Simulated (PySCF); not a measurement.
Compound: C₇H₈O.
SMILES with atom numbers: `[CH2:1]=[C:2]([CH3:3])[c:4]1[cH:5][cH:6][o:7][cH:8]1` (hydrogens: H9, H10 on C1; H11, H12, H13 on C3; H14 on C5; H15 on C6; H16 on C8)

Torsions of this conformer, `[CH2:1]=[C:2]([CH3:3])[c:4]1[cH:5][cH:6][o:7][cH:8]1`: C1–C2–C4–C5 0°.

The closed-shell ground state was solved at several levels (PySCF, density fitting, gas phase, non-relativistic). One conformer (not necessarily the lowest) at the PBE0-D3(BJ)/def2-SVP geometry, without solvent, vibrations or thermal averaging.

| level | basis functions | total energy (Eh) | HOMO (eV) | LUMO (eV) | gap (eV) | dipole (D) |
| --- | --- | --- | --- | --- | --- | --- |
| PBE0/pcSseg-1 | 176 | -346.2933 | -6.40 | -0.44 | 5.96 | 0.28 |
| KT3/pcSseg-1 | 176 | -352.1684 | -5.37 | -1.30 | 4.07 | 0.21 |
| B3LYP/pcJ-1 | 296 | -346.7573 | -6.18 | -0.64 | 5.54 | 0.27 |

**Question.** Estimate the row for CAM-B3LYP/def2-SVPD, a basis of 227 functions; the other rows only guide the guess.

**Answer.** Total energy -346.3233 Eh, HOMO -7.64 eV, LUMO 0.56 eV, gap 8.20 eV, dipole 0.36 D.

**Question.** Over all these levels, which gives the widest orbital gap and which the narrowest?

**Answer.** CAM-B3LYP/def2-SVPD (range-separated hybrid) has the widest, 8.20 eV, and KT3/pcSseg-1 (GGA) the narrowest, 4.07 eV. Functional and basis both differ between the two, so the spread mixes both effects.

**Question.** How far do the dipole and the HOMO energy spread over the levels?

**Answer.** The dipole runs from 0.21 to 0.36 D (mean 0.28 D) and the HOMO from -7.64 to -5.37 eV.
